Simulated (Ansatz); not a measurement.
The lowest singlet and triplet of SO2 (SMILES O=S=O); geometries from B3LYP-D3(BJ)/def2-TZVP, each state relaxed from the structure named, with no frequency check.
Singlet (charge 0, multiplicity 1):
```
atom    x (Å)    y (Å)   z (Å)
----  -------  -------  ------
O     -1.2305  -0.3924  0.0000
S     -0.0079   0.3657  0.0000
O      1.2463  -0.3390  0.0000
```

A positive gap puts the triplet lower; no zero-point energy. R- takes a restricted singlet. The triplet is unrestricted in single-reference levels.

Frozen-core correlation.

Codes used: Ansatz (a program for electronic structure) with Gaussian orbitals. 

Q: One of these levels gives -2.414 eV for the gap E(singlet) − E(triplet), vertical, at the singlet's geometry. Name it.
A) R-HF/cc-pV(D+d)Z
B) R-MP2/cc-pV(Q+d)Z
C) R-PBE/def2-TZVPP

A: A, R-HF/cc-pV(D+d)Z. The others give -3.117 (R-PBE/def2-TZVPP), -4.402 (R-MP2/cc-pV(Q+d)Z)

Doubts at one or more of the structures used: a restricted determinant that unrestricted orbitals would lower (R-HF/cc-pV(D+d)Z, R-MP2/cc-pV(Q+d)Z).
